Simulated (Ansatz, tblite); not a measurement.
Forces on the cluster Cr2O2⁻ at its PBE-D4/def2-SVPD geometry. The state is a doublet with charge -1.

The xTB rows come from tblite. At PBE-D4/def2-TZVPD the charge -1 doublet is spin-contaminated (final ⟨S²⟩ up to 4.59, 0.75 for a pure state). At PBE-D4/def2-TZVPD the highest occupied level of the charge -1 doublet lies above zero (up to 0.98 eV). The electron is either unbound and held by the finite basis, or the level is raised by self-interaction error. Another isomer (quartet) lies 0.28 eV lower at PBE-D4/def2-TZVPD; other spin states weren't run for this one.

GFN1-xTB (tblite), largest force 4.32 eV/Å:

```xyz
4
positions Å, forces eV/Å
Cr    0.009   -0.803    0.922   -0.031    2.869   -3.225
Cr   -0.010    0.868   -1.028    0.030   -2.774    3.120
O    -0.030   -1.006   -0.844    0.031    0.977    0.895
O     0.032    0.941    0.950   -0.030   -1.072   -0.790
```

GFN2-xTB (tblite), largest force 1.88 eV/Å:

```
Cr -0.002 -0.054 -0.038
Cr 0.005 -0.461 0.535
O -0.044 -1.094 -1.462
O 0.040 1.609 0.965
```

PBE-D4/def2-TZVPD (Ansatz), largest force 0.14 eV/Å:

```
Cr 0.001 -0.112 0.091
Cr 0.001 0.081 0.016
O -0.003 -0.104 -0.098
O 0.001 0.135 -0.009
```
